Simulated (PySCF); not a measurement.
Method: PySCF with B3LYP-D3(BJ)/def2-TZVP. All species are isolated molecules in the gas phase. B3LYP has the VWN-RPA correlation part, as in Gaussian. Excitations are Tamm–Dancoff values on a coarser integration grid. The basis has no diffuse functions, so Rydberg states are missing or too high.

Reference species (SMILES): `[F][In]([F])[F]` (neutral, multiplicity 1).

```json
{
  "S1 oscillator strength": "0.000",
  "S1–T1 gap (TDA)": "0.64 eV",
  "HOMO": "-10.88 eV"
}
```

Changed species: `[CH3][In]([CH3])[F]` (2 of 3 F replaced by CH3; the reference has 0 of 3 F replaced by CH3).

Problem. Give the shifts of the S1 oscillator strength, S1–T1 gap (TDA) and HOMO.

Solution. the S1 oscillator strength hardly moves; the S1–T1 gap (TDA) falls by 0.42 eV, to 0.22 eV; the HOMO goes up by 3.38 eV, to -7.50 eV.
